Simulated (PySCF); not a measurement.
# Working with the constants of MgCd⁺

HSE06 constants of MgCd⁺, ²Σ⁺ (doublet), unpaired electrons σ ↑ (Mg def2-SVPD, Cd def2-SVPD with ECP28; scalar-relativistic core potentials (PySCF 2.14); masses 23.9850 and 113.9034 u):

```
ωe             : 166.5 cm⁻¹
ωexe           : 0.956 cm⁻¹
Be             : 0.098143 cm⁻¹
αe             : 0.000754 cm⁻¹
De to Mg⁺ + Cd : 1.04 eV
```

Problem. What force constant and bond length do these constants imply?

Solution. Reduced mass μred = 19.813 u; k = 5.8918×10⁻⁷·μred·ωe² (u, cm⁻¹, mdyn/Å) = 0.324 mdyn/Å; Re = √(16.8576/(μred·Be)) (u, cm⁻¹, Å) = 2.944 Å.

Problem. Estimate the centrifugal constant D from the Kratzer relation and find the Dunham coefficient a1.

Solution. D = 4Be³/ωe² = 1.36e-07 cm⁻¹; a1 = −1 − αeωe/(6Be²) = -3.17.

Spin–orbit coupling is left out. For an ion De counts to the pair picked by the measured ionisation energies or electron affinities, which need not be the lowest pair at this level. The state was picked by a PBE0 search and need not be the measured ground state.
